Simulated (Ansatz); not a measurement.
Computed with Ansatz on PBE0-D4/def2-TZVP structures; ΔE is electronic, products minus reactants. CBS: MP2 limit from def2 TZ/QZ plus the TZ coupled-cluster correction, frozen cores. DFT in def2-TZVPP. For Se outer-core shells are correlated without core-valence functions, which leaves a few kJ/mol of doubt a bond. Scalar relativity is left out up to krypton.

Consider the substitution at a C–Al bond: `C#[C][Al]([CH3])[CH3]` + `[SiH3][SeH]` → `C#C[Se][SiH3]` + `[CH3][AlH][CH3]`.

`C#[C][Al]([CH3])[CH3]`:

Cartesian coordinates in Å:
```
C 1.679 -0.571 2.501
C 1.014 -0.346 1.514
Al -0.046 0.011 -0.046
C -1.985 -0.101 0.090
C 0.899 0.466 -1.686
H 2.265 -0.770 3.369
H -2.385 -0.831 -0.622
H -2.449 0.859 -0.163
H -2.324 -0.385 1.089
H 1.550 -0.358 -1.997
H 1.554 1.330 -1.531
H 0.229 0.695 -2.519
```

`[SiH3][SeH]`:

Z-matrix (Å, degrees):
```
Si
Se 1 2.279
H 1 1.484 2 111.4
H 1 1.484 2 111.5 3 -122.1
H 1 1.483 2 104.9 3 119.0
H 2 1.469 1 93.0 3 60.4
```

`C#C[Se][SiH3]`:

Cartesian coordinates in Å:
```
C 0.625 0.550 2.260
C 0.291 0.944 1.172
Se -0.212 1.580 -0.463
Si -0.376 -0.511 -1.391
H 0.920 0.204 3.223
H 0.940 -1.189 -1.341
H -1.395 -1.306 -0.666
H -0.793 -0.271 -2.795
```

`[CH3][AlH][CH3]`:

Cartesian coordinates in Å:
```
C -0.593 -1.537 0.519
Al -0.430 0.070 -0.581
C 0.867 1.466 -0.150
H 0.374 -2.040 0.628
H -1.309 -2.262 0.125
H -0.913 -1.274 1.534
H -1.372 0.272 -1.852
H 1.504 1.219 0.703
H 1.517 1.678 -1.006
H 0.355 2.408 0.079
```

```tsv
level	ΔE (kJ/mol)
BLYP-D4	100.1
B97M-V	101.6
PBE0	104.0
r2SCANh	109.7
RPA@PBE/def2-TZVPP	106.5
CCSD/def2-TZVPP	110.3
MP2/def2-QZVPP	105.0
SCS-MP2/def2-QZVPP	105.8
```

Problem. What does CCSD(T)/CBS give? (Estimate.)

Solution. Ansatz gave: +110.9 kJ/mol. The listed levels differ from it by -10.8, -9.3, -6.9, -1.2, -4.4, -0.6, -5.9, -5.1 kJ/mol.

Largest T1 diagnostic among the species: 0.011.

From BLYP to BHLYP (50 % exact exchange), in def2-TZVPP and without D4, ΔE moves by +7.5 kJ/mol. The D4 term adds −3.5 kJ/mol with B3LYP and −1.6 kJ/mol with PBE0; it sums over pairs of atoms, weighted by their polarisabilities, and B3LYP, whose exchange is more repulsive, gets the larger term. Leaving LDA and LC-ωPBE aside and taking each functional with its dispersion term where it has one, the values, not all of them listed here, spread over 15.1 kJ/mol, from revPBE-D4 to r2SCAN0-D4. LDA lies −4.6 kJ/mol from PBE without D4.

B3LYP here is the variant with VWN-RPA as its local correlation; programs differ in this.
